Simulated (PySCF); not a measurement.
C2H9FSi2, SMILES C[Si@@H](F)C[SiH3]. The structure is a stationary point at TPSSh-D3(BJ)/def2-SVP. The structure was generated by enumeration; whether it is a known compound was not checked. One conformer was computed; it need not be the lowest.

Computed equilibrium geometry at TPSSh-D3(BJ)/def2-SVP (PySCF confirms it by a frequency run) as a Z-matrix (one conformer of several):
```
C
H 1 1.1051
H 1 1.1058 2 106.78
Si 1 1.8735 2 109.76 3 117.22
F 4 1.6420 1 107.38 2 84.50
H 4 1.4865 5 106.54 1 -117.98
C 4 1.8692 6 111.42 5 117.61
H 7 1.1019 4 111.32 6 -57.28
H 7 1.1024 8 108.13 4 121.88
H 7 1.1030 8 107.97 9 116.58
Si 1 1.8928 2 108.29 3 -116.79
H 11 1.4866 1 110.52 2 -52.49
H 11 1.4895 12 109.00 1 121.19
H 11 1.4906 12 108.53 13 117.76
```
